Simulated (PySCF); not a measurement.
# One molecule, several mistakes: B2ClH4Si cation

All numbers below are calculated, not measured. The program is PySCF 2.14.0, an open-source quantum chemistry code, run on an isolated molecule that a program drew, which may never have been made. The molecule is B2ClH4Si cation (charge +1, singlet), drawn as the SMILES string `BB[SiH+]Cl`.

Each row is a Hartree-Fock (HF) and frozen-core CCSD(T) single point in the cc-pV(D+d)Z basis, meant for a local HF minimum. Run 1 is clean. Each other run has one planted mistake out of seven kinds, and not every kind appears here: one electron removed, one electron added, multiplicity raised by two, geometry at a saddle point, minimal basis STO-3G, one bond length entered in bohr, all coordinates scaled. The reference is restricted for singlets and unrestricted otherwise, and also for a bond in bohr. Adding or removing an electron swaps singlet and doublet. Electrons count all cores. HOMO and LUMO are orbital energies over both spins, the gradient is its largest component, and the lowest frequency (negative if imaginary) is given only where the gradient is small. Bond lengths are over the 7 bonds as drawn. T1 is the CCSD diagnostic: over 0.02 (restricted) or 0.045 (unrestricted) a single reference is doubtful.

Geometry of the clean run:
```xyz
8
B2ClH4Si cation, angstrom
B     1.8419    0.2296    1.2600
B     0.8847    0.1100   -0.1214
Si   -1.0997    0.4714   -0.1998
Cl   -1.7618    2.2952   -0.5661
H     2.3718    1.2680    1.5246
H     1.9958   -0.7255    1.9623
H     1.3325   -0.2077   -1.1859
H    -2.1666   -0.5142   -0.0161
```

| run | electrons | basis functions | <S^2> | HOMO (eV) | LUMO (eV) | gradient (hartree/bohr) | lowest frequency (cm^-1) | mean bond (Å) | longest bond (Å) | T1 | HF (hartree) | CCSD(T) (hartree) | mistake |
|---|---|---|---|---|---|---|---|---|---|---|---|---|---|
| 1 | 44 | 94 | 0.000 | -16.77 | -5.32 | 2.4e-05 | 73 | 1.5330 | 2.019 | 0.0163 | -799.84641 | -800.28312 | no fault |
| 2 | 44 | 32 | 0.000 | -15.94 | -3.09 | 4.3e-02 | - | 1.5330 | 2.019 | 0.0152 | -791.03326 | -791.17962 | minimal basis STO-3G |
| 3 | 45 | 94 | 0.771 | -6.95 | 0.98 | 4.2e-02 | - | 1.5330 | 2.019 | 0.0149 | -800.07149 | -800.51854 | one electron added |
| 4 | 43 | 94 | 0.767 | -22.88 | -14.04 | 7.5e-02 | - | 1.5330 | 2.019 | 0.0298 | -799.28047 | -799.69767 | one electron removed |
| 5 | 44 | 94 | 0.000 | -16.33 | -5.64 | 5.7e-02 | - | 1.6740 | 2.204 | 0.0184 | -799.80076 | -800.24493 | ? |
| 6 | 44 | 94 | 0.742 | -15.41 | -5.75 | 1.7e-02 | - | 1.6852 | 2.263 | 0.0542 | -799.73449 | -800.16845 | ? |

**Which mistake was planted in run 5, and what did it cost?**

The mean and the longest bond both change by the same factor, 1.092, and the gradient is no longer small. So the mistake is: all coordinates scaled. Subtracting run 1 and multiplying by 627.51 kcal/mol a hartree, the energy moved by 28.6 kcal/mol in HF and 24.0 kcal/mol in CCSD(T).

**Which mistake was planted in run 6, and what did it cost?**

The mean bond changes by a factor of 1.099 and the longest by 1.121, so the molecule wasn't scaled as a whole. A length L in bohr read as angstrom grows by (1/0.5292 - 1) L = 0.890 L. The 7 bonds together grew by 7 x 0.1522 = 1.065 Å, which gives L = 1.197 Å. That is the length of one of the B-H bonds, 1.198 Å in the clean geometry. So the mistake is: one bond length entered in bohr. Subtracting run 1 and multiplying by 627.51 kcal/mol a hartree, the energy moved by 70.2 kcal/mol in HF and 72.0 kcal/mol in CCSD(T).

Cautions from the logs. Run 6: T1 is over the limit, so its CCSD(T) energy is less reliable.
